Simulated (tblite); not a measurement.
**Question.** Write Cartesian coordinates for InChI=1S/C7H14S2/c1-3-7-5-9-8-4-6(7)2/h6-7H,3-5H2,1-2H3/t6-,7+/m0/s1 as optimised with GFN2-xTB.

**Answer.** 
```
atom  x, y, z in Å
C1     2.1942    0.8052    1.0748
C2     1.7132    0.0838   -0.1791
C3     0.3679   -0.6393   -0.0073
C4     0.0590   -1.3994   -1.2962
S5    -1.3009   -2.5979   -1.0632
S6    -2.7932   -1.2627   -0.6931
C7    -2.0485   -0.4741    0.7770
C8    -0.7715    0.3011    0.4441
C9    -1.0806    1.4269   -0.5404
H10    3.2112    1.1608    0.9275
H11    1.5710    1.6650    1.3061
H12    2.1893    0.1312    1.9288
H13    2.4582   -0.6676   -0.4528
H14    1.6493    0.7906   -1.0082
H15    0.4942   -1.3863    0.7879
H16   -0.2066   -0.7368   -2.1183
H17    0.9138   -2.0064   -1.5918
H18   -2.8157    0.1977    1.1594
H19   -1.8604   -1.2607    1.5084
H20   -0.4480    0.7551    1.3882
H21   -1.4824    1.0371   -1.4719
H22   -0.1917    2.0112   -0.7591
H23   -1.8265    2.0925   -0.1107
```

Orientation and origin are arbitrary. Atoms count from 1 in this order. The 6 C–C bonds span 1.525 Å (C1–C2, drawn single) to 1.545 Å (C3–C8, drawn single), a spread of 0.020 Å. Of the pairs four or more bonds apart, C1···H20 is among the closest relative to their van der Waals radii: 2.66 Å, 92 % of the sum of Bondi's values. The 6-membered ring C3–C4–S5–S6–C7–C8 has internal angles of 97.5° to 113.6° (sum 645°, against 720° for a flat polygon); it is puckered, 0.32 Å rms from its mean plane, widest ring torsion 67°.

Bonds between heavy atoms (Å): C1–C2 1.525, C2–C3 1.537, C3–C4 1.528, C4–S5 1.828, S5–S6 2.036, S6–C7 1.827, C7–C8 1.531, C8–C9 1.527, C3–C8 1.545.

Computed geometry: GFN2-xTB, gas phase.

Point group: C1 (no symmetry element, even within 0.4 Å). Its GFN2-xTB frequencies are all real (lowest 69 cm⁻¹). The numbers are those of one conformer (C1–C2–C3–C4 -176°, C2–C3–C4–S5 166°, C3–C4–S5–S6 65°, C4–S5–S6–C7 -59°, S5–S6–C7–C8 66°). 3 starts were optimised and ended at 0.00, 3.27 and 4.15 kcal/mol (GFN2-xTB); the lowest of these is shown.
